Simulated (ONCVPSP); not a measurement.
# W: variants of one ONCV potential

Base potential:

```json
{
 "Element": "tungsten",
 "Generator": "ONCVPSP 4.0.1",
 "Type": "optimised norm-conserving Vanderbilt (ONCV)",
 "Functional": "PBEsol",
 "Relativity": "scalar-relativistic",
 "Frozen core": "[Kr] 4d10 4f14 5s2",
 "Valence charge": "12",
 "Reference configuration": "5p6 5d4 6s2",
 "Partial waves": "6s: rc 2.80 bohr, ncon 4, nbas 7, qcut 2.3 1/bohr, 2 projectors, debl 3.1 Ha; 5p: rc 1.20 bohr, ncon 4, nbas 7, qcut 6.7 1/bohr, 1 projector; 5d: rc 2.40 bohr, ncon 3, nbas 7, qcut 5.2 1/bohr, 1 projector",
 "Local potential": "polynomial inside 1.05 bohr (lpopt 2, dvloc0 0 Ha)",
 "Core correction": "polynomial model core, fcfact 0.7"
}
```

Cutoffs, loose and tight: the cutoffs (Ha) at which the residual kinetic energy of the hardest occupied pseudo-wave falls to 1 and 0.1 mHa per electron. They do not see the model core or the augmentation charge, which bear on the density cutoff. Test errors are all-electron minus pseudo excitation energies from the reference, over the configurations 5p6 5d4 6s1; 5p6 5d4 6s0; 5p6 5d3 6s0; 5p6 5d5 6s0. A dash means not determined; rows that change the core or the reference have their own tests.

A true bound ghost makes a file unfit for plane-wave use even where its test errors are small: the radial tests pick states by their node count and pass the ghost by.

| change | outcome | cutoff, loose | cutoff, tight | bound ghosts | GHOST(+) flags above zero | largest test error (meV) |
| --- | --- | --- | --- | --- | --- | --- |
| base | generated | 80 Ha | 100 Ha | s | s | -36 |
| all radii but the core radius scaled by about 1.04 (s 2.92, p 1.26, d 2.50 bohr); local potential polynomial inside 1.10 bohr (lpopt 2, dvloc0 0 Ha) | generated | 72 Ha | 92 Ha | s | s | -46 |
| s: qcut 2.5; p: qcut 7.2; d: qcut 5.6 | generated | 52 Ha | 96 Ha | s | s | -53 |
| s: debl 2.5 | generated | 80 Ha | 100 Ha | s | none | -36 |

Question: What comes out with this change to the base: functional PBE?

Answer: outcome: generated; cutoff, loose: 79 Ha; cutoff, tight: 100 Ha; bound ghosts: s; GHOST(+) flags above zero: s; largest test error (meV): -39.

Question: What comes out with this change to the base: core correction none?

Answer: outcome: generated; cutoff, loose: 80 Ha; cutoff, tight: 100 Ha; bound ghosts: s; GHOST(+) flags above zero: s; largest test error (meV): -28.
